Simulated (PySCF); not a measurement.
BeCl2, charge +1, doublet, at a GFN2-xTB geometry (such geometries of metal compounds can be far from the true shape) (a state made from the parent by changing its charge; the spin is typed, not shown lowest); DF-SVWN5/STO-3G (PySCF).

Here is a job for PySCF.
```python
from pyscf import gto, scf, dft

mol = gto.Mole()
mol.atom = '''
    Be    0.000000    0.000000    0.000000
    Cl   -0.000000   -0.000000   -1.791578
    Cl    0.000000    0.000000    1.791578
'''
mol.basis = 'sto-3g'
mol.charge = 1
mol.spin = 1
mol.verbose = 4
mol.build()

mf = dft.UKS(mol)
mf.xc = 'lda,vwn'
mf = mf.density_fit(auxbasis='def2-universal-jkfit')
mf.kernel()
mf.analyze()
```

It wrote (shortened):

```
PySCF version 2.14.0

[INPUT] verbose = 4
[INPUT] num. atoms = 3
[INPUT] num. electrons = 37
[INPUT] charge = 1
[INPUT] spin (= nelec alpha-beta = 2S) = 1
[INPUT] symmetry False subgroup None
[INPUT] Mole.unit = angstrom
[INPUT] Symbol           X                Y                Z      unit          X                Y                Z       unit  Magmom
[INPUT]  1 Be     0.000000000000   0.000000000000   0.000000000000 AA    0.000000000000   0.000000000000   0.000000000000 Bohr   0.0
[INPUT]  2 Cl     0.000000000000   0.000000000000  -1.791578000000 AA    0.000000000000   0.000000000000  -3.385591750796 Bohr   0.0
[INPUT]  3 Cl     0.000000000000   0.000000000000   1.791578000000 AA    0.000000000000   0.000000000000   3.385591750796 Bohr   0.0

nuclear repulsion = 82.8510997919488
number of shells = 13
number of NR pGTOs = 69
number of NR cGTOs = 23
basis = sto-3g
ecp = {}

******** <class 'pyscf.df.df_jk.DFUKS'> ********
method = DFUKS
initial guess = minao
damping factor = 0
level_shift factor = 0
DIIS = <class 'pyscf.scf.diis.CDIIS'>
diis_start_cycle = 1
diis_space = 8
diis_damp = 0
SCF conv_tol = 1e-09
SCF conv_tol_grad = None
SCF max_cycles = 50
direct_scf = False
number electrons alpha = 19  beta = 18
XC library pyscf.dft.libxc version 7.1.2
    S. Lehtola, C. Steigemann, M. J. T. Oliveira, and M. A. L. Marques,  SoftwareX 7, 1–5 (2018)
XC functionals = lda,vwn
    P. A. M. Dirac,  Math. Proc. Cambridge Philos. Soc. 26, 376 (1930)
    F. Bloch,  Z. Phys. 57, 545 (1929)
    S. H. Vosko, L. Wilk, and M. Nusair,  Can. J. Phys. 58, 1200 (1980)
radial grids:
    Treutler-Ahlrichs [JCP 102, 346 (1995); DOI:10.1063/1.469408] (M4) radial grids

becke partition: Becke, JCP 88, 2547 (1988); DOI:10.1063/1.454033
pruning grids: <function nwchem_prune>
grids dens level: 3
symmetrized grids: False
atomic radii adjust function: <function treutler_atomic_radii_adjust>
small_rho_cutoff = 0
Set gradient conv threshold to 3.16228e-05
tot grids = 51488
init E= -921.410229227752

cycle= 1 E= -921.413007115123  delta_E= -0.00278  |g|= 0.147  |ddm|= 1.97
cycle= 2 E= -921.392440568459  delta_E= 0.0206  |g|= 0.218  |ddm|=  1.8
cycle= 3 E= -921.438033442881  delta_E= -0.0456  |g|= 0.0085  |ddm|= 0.439
cycle= 4 E= -921.43778367556  delta_E= 0.00025  |g|= 0.0124  |ddm|= 1.61
cycle= 5 E= -921.438052035092  delta_E= -0.000268  |g|= 0.00796  |ddm|= 0.0222
cycle= 6 E= -921.437847929894  delta_E= 0.000204  |g|= 0.0115  |ddm|= 1.61
cycle= 7 E= -921.437931767325  delta_E= -8.38e-05  |g|= 0.0102  |ddm|= 0.00652
cycle= 8 E= -921.438002282273  delta_E= -7.05e-05  |g|= 0.00893  |ddm|= 1.61
cycle= 9 E= -921.437999363639  delta_E= 2.92e-06  |g|= 0.00899  |ddm|= 0.000304
cycle= 10 E= -921.438029607677  delta_E= -3.02e-05  |g|= 0.00841  |ddm|= 0.00332
cycle= 11 E= -921.437935288644  delta_E= 9.43e-05  |g|= 0.0101  |ddm|= 1.61
cycle= 12 E= -921.437900366548  delta_E= 3.49e-05  |g|= 0.0107  |ddm|= 0.00315

cycle= 13 E= -921.436939486261  delta_E= 0.000961  |g|= 0.0209  |ddm|= 0.0518

cycle= 14 E= -921.436596214067  delta_E= 0.000343  |g|= 0.0235  |ddm|= 0.013
cycle= 15 E= -921.437434868816  delta_E= -0.000839  |g|= 0.0164  |ddm|= 1.61
cycle= 16 E= -921.437785715926  delta_E= -0.000351  |g|= 0.0123  |ddm|= 1.61
cycle= 17 E= -921.437621504196  delta_E= 0.000164  |g|= 0.0144  |ddm|= 0.0104
cycle= 18 E= -921.437968426793  delta_E= -0.000347  |g|= 0.00954  |ddm|= 0.0247
cycle= 19 E= -921.437690550477  delta_E= 0.000278  |g|= 0.0135  |ddm|= 1.61
cycle= 20 E= -921.437688832957  delta_E= 1.72e-06  |g|= 0.0136  |ddm|= 0.000184

cycle= 21 E= -921.436420229887  delta_E= 0.00127  |g|= 0.0247  |ddm|= 0.0558

cycle= 22 E= -921.436478327714  delta_E= -5.81e-05  |g|= 0.0243  |ddm|= 0.00224
cycle= 23 E= -921.437581829391  delta_E= -0.0011  |g|= 0.0148  |ddm|= 0.0474

cycle= 24 E= -921.436688296396  delta_E= 0.000894  |g|= 0.0228  |ddm|= 0.04
cycle= 25 E= -921.438009554758  delta_E= -0.00132  |g|= 0.0088  |ddm|= 1.61
cycle= 26 E= -921.437851324751  delta_E= 0.000158  |g|= 0.0114  |ddm|= 0.0159
cycle= 27 E= -921.437838164525  delta_E= 1.32e-05  |g|= 0.0116  |ddm|= 0.00167
cycle= 28 E= -921.437394867284  delta_E= 0.000443  |g|= 0.0168  |ddm|= 1.61
cycle= 29 E= -921.437254882999  delta_E= 0.00014  |g|= 0.0181  |ddm|= 0.00679
cycle= 30 E= -921.437147575715  delta_E= 0.000107  |g|= 0.0191  |ddm|= 0.00505
cycle= 31 E= -921.437322363078  delta_E= -0.000175  |g|= 0.0175  |ddm|= 0.00849
cycle= 32 E= -921.437617352638  delta_E= -0.000295  |g|= 0.0144  |ddm|= 0.0156

cycle= 33 E= -921.437006180484  delta_E= 0.000611  |g|= 0.0203  |ddm|= 0.0297
cycle= 34 E= -921.43793559457  delta_E= -0.000929  |g|= 0.0101  |ddm|= 1.61
cycle= 35 E= -921.437433748108  delta_E= 0.000502  |g|= 0.0164  |ddm|= 0.0343
cycle= 36 E= -921.437933249166  delta_E= -0.0005  |g|= 0.0101  |ddm|= 0.0378
cycle= 37 E= -921.437876177765  delta_E= 5.71e-05  |g|= 0.011  |ddm|= 1.61

cycle= 38 E= -921.431269206516  delta_E= 0.00661  |g|= 0.0491  |ddm|= 0.186

cycle= 39 E= -921.43519024613  delta_E= -0.00392  |g|= 0.0321  |ddm|= 0.0823
cycle= 40 E= -921.437958720333  delta_E= -0.00277  |g|= 0.00971  |ddm|= 1.61

cycle= 41 E= -921.436850171762  delta_E= 0.00111  |g|= 0.0215  |ddm|= 0.0705
cycle= 42 E= -921.437841249323  delta_E= -0.000991  |g|= 0.0115  |ddm|= 0.0729
cycle= 43 E= -921.438042162776  delta_E= -0.000201  |g|= 0.00816  |ddm|= 1.58

cycle= 44 E= -921.436237148728  delta_E= 0.00181  |g|= 0.0259  |ddm|= 0.241

cycle= 45 E= -921.436701354927  delta_E= -0.000464  |g|= 0.0227  |ddm|= 0.0206
cycle= 46 E= -921.437229171895  delta_E= -0.000528  |g|= 0.0184  |ddm|= 0.0885
cycle= 47 E= -921.437887200627  delta_E= -0.000658  |g|= 0.0109  |ddm|= 1.55
cycle= 48 E= -921.437960940404  delta_E= -7.37e-05  |g|= 0.00967  |ddm|= 1.59

cycle= 49 E= -921.43628954332  delta_E= 0.00167  |g|= 0.0256  |ddm|= 0.522
cycle= 50 E= -921.437714818594  delta_E= -0.00143  |g|= 0.0132  |ddm|=  1.5
SCF not converged.
SCF energy = -921.437714818594 after 50 cycles  <S^2> = 0.75207796  2S+1 = 2.0020769
**** SCF Summaries ****
Total Energy =                        -921.437714818594372
Nuclear Repulsion Energy =              82.851099791948783
One-electron Energy =                -1429.737694217820263
Two-electron Energy =                  425.448879607277149
Two-electron Coulomb Energy =          480.889215508936786
DFT Exchange-Correlation Energy =      -55.440335901659665
**** MO energy ****
                             alpha | beta                alpha | beta
MO #1   energy= -99.6762767090187  | -99.6737861165707  occ= 1 | 1
MO #2   energy= -99.6761904673295  | -99.6737001307533  occ= 1 | 1
MO #3   energy= -9.32734032286274  | -9.32369804865066  occ= 1 | 1
MO #4   energy= -9.3263540035454   | -9.32272466339217  occ= 1 | 1
MO #5   energy= -7.21796170449239  | -7.21391595445193  occ= 1 | 1
MO #6   energy= -7.21746350994728  | -7.21334309697003  occ= 1 | 1
MO #7   energy= -7.21647758067631  | -7.21088054301644  occ= 1 | 1
MO #8   energy= -7.21589943088359  | -7.21039212051983  occ= 1 | 1
MO #9   energy= -7.20607076644368  | -7.20344079732024  occ= 1 | 1
MO #10  energy= -7.20558162402096  | -7.20295512639145  occ= 1 | 1
MO #11  energy= -4.0460406240453   | -4.04685944133421  occ= 1 | 1
MO #12  energy= -1.02890062817551  | -1.01206829451887  occ= 1 | 1
MO #13  energy= -1.02787335100385  | -1.01097425808003  occ= 1 | 1
MO #14  energy= -0.635527272603304 | -0.626733024828044 occ= 1 | 1
MO #15  energy= -0.628852472510596 | -0.619086771614757 occ= 1 | 1
MO #16  energy= -0.60570529005555  | -0.579281483184346 occ= 1 | 1
MO #17  energy= -0.582005483247816 | -0.571510625851769 occ= 1 | 1
MO #18  energy= -0.580582706320677 | -0.550557166145042 occ= 1 | 1
MO #19  energy= -0.553463276470905 | -0.542231258718118 occ= 1 | 0
MO #20  energy= -0.26935294249001  | -0.266143862470106 occ= 0 | 0
MO #21  energy= -0.26122957900904  | -0.261285649457046 occ= 0 | 0
MO #22  energy= -0.225133622593943 | -0.222815818600098 occ= 0 | 0
MO #23  energy= 0.0896519223344794 | 0.0940410058217253 occ= 0 | 0

To work with the spin densities directly, `use mulliken_meta_spin()` only printing them here.

 ** Mulliken spin pop alpha/beta on meta-lowdin orthogonal AOs **
 ** Mulliken Spin Density (per AO)  **
spin_pop of  0 Be 1s       -0.00001
spin_pop of  0 Be 2s       -0.01179
spin_pop of  0 Be 2px      -0.00923
spin_pop of  0 Be 2py      -0.02017
spin_pop of  0 Be 2pz      -0.00243
spin_pop of  1 Cl 1s        0.00000
spin_pop of  1 Cl 2s       -0.00000
spin_pop of  1 Cl 3s        0.00048
spin_pop of  1 Cl 2px       0.00010
spin_pop of  1 Cl 2py       0.00000
spin_pop of  1 Cl 2pz      -0.00000
spin_pop of  1 Cl 3px       0.49675
spin_pop of  1 Cl 3py       0.01716
spin_pop of  1 Cl 3pz       0.00664
spin_pop of  2 Cl 1s        0.00000
spin_pop of  2 Cl 2s       -0.00000
spin_pop of  2 Cl 3s        0.00048
spin_pop of  2 Cl 2px       0.00010
spin_pop of  2 Cl 2py       0.00000
spin_pop of  2 Cl 2pz      -0.00000
spin_pop of  2 Cl 3px       0.49812
spin_pop of  2 Cl 3py       0.01717
spin_pop of  2 Cl 3pz       0.00664
 ** Mulliken Spin Density (per atom)  **
spin density of  0 Be =     -0.04362
spin density of  1 Cl =      0.52112
spin density of  2 Cl =      0.52250
 ** Mulliken pop alpha/beta on meta-lowdin orthogonal AOs **
 ** Mulliken pop       alpha | beta **
pop of  0 Be 1s        0.99952 | 0.99953
pop of  0 Be 2s        0.28025 | 0.29204
pop of  0 Be 2px       0.07502 | 0.08425
pop of  0 Be 2py       0.06162 | 0.08179
pop of  0 Be 2pz       0.04443 | 0.04686
pop of  1 Cl 1s        1.00000 | 1.00000
pop of  1 Cl 2s        0.99975 | 0.99975
pop of  1 Cl 3s        0.97751 | 0.97702
pop of  1 Cl 2px       0.99993 | 0.99983
pop of  1 Cl 2py       0.99993 | 0.99992
pop of  1 Cl 2pz       0.99965 | 0.99965
pop of  1 Cl 3px       0.96257 | 0.46582
pop of  1 Cl 3py       0.96927 | 0.95211
pop of  1 Cl 3pz       0.86101 | 0.85437
pop of  2 Cl 1s        1.00000 | 1.00000
pop of  2 Cl 2s        0.99975 | 0.99975
pop of  2 Cl 3s        0.97751 | 0.97702
pop of  2 Cl 2px       0.99993 | 0.99983
pop of  2 Cl 2py       0.99993 | 0.99992
pop of  2 Cl 2pz       0.99965 | 0.99965
pop of  2 Cl 3px       0.96255 | 0.46443
pop of  2 Cl 3py       0.96925 | 0.95208
pop of  2 Cl 3pz       0.86099 | 0.85435
In total            19.00000 | 18.00000
 ** Mulliken atomic charges   ( Nelec_alpha | Nelec_beta ) **
charge of  0Be =      1.03468  (     1.46085      1.50447 )
charge of  1Cl =     -0.01808  (     8.76960      8.24848 )
charge of  2Cl =     -0.01660  (     8.76955      8.24705 )

WARN: System has nonzero charge 1; the dipole moment is origin-dependent.
Location of origin: [0. 0. 0.]

Dipole moment(X, Y, Z, Debye): -0.00000,  0.00000,  0.01252
```

Convergence was not reached.
